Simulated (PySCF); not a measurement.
# ZrCl₂: one-bond stretch

Level of theory: Ur2SCAN/[Zr def2-TZVP with ECP28, Cl def2-TZVP], scalar-relativistic core potentials, density fitting, no spin–orbit coupling, PySCF.

Rigid scan from the triplet minimum (Zr–Cl 2.352 Å (×2); Cl–Zr–Cl 141.9°). Coordinate: the bond from Zr to the last atom (Cl) scaled, the rest fixed. Energies in kJ/mol from the minimum.

| scale of one bond | E (kJ/mol) | dipole size (D) | ⟨S²⟩ |
| --- | --- | --- | --- |
| 0.92 | 31.1 | 1.79 | 2.01 |
| 0.96 | 6.8 | 1.69 | 2.01 |
| 1.00 | 0.0 | 1.78 | 2.01 |
| 1.05 | 8.0 | 2.11 | 2.01 |
| 1.12 | 37.2 | 2.82 | 2.01 |
| 1.20 | 82.6 | 3.76 | 2.01 |
| 1.35 | 173.5 | 5.56 | 2.01 |
| 1.55 | 277.1 | – | 2.04 |
| 1.80 | 364.2 | – | 2.24 |
| 2.20 | 422.5 | – | 2.50 |

Spin contamination is strong at 1.80, 2.20, so these points are less reliable.

With open d or f shells other occupations or spin states may lie lower.

The scan took 2.3 min on 2 threads of a shared Intel Xeon 6975P-C (Granite Rapids) host; the process peaked at 0.96 GiB. Launch command: `OMP_NUM_THREADS=2 python axn.py task.json out`.
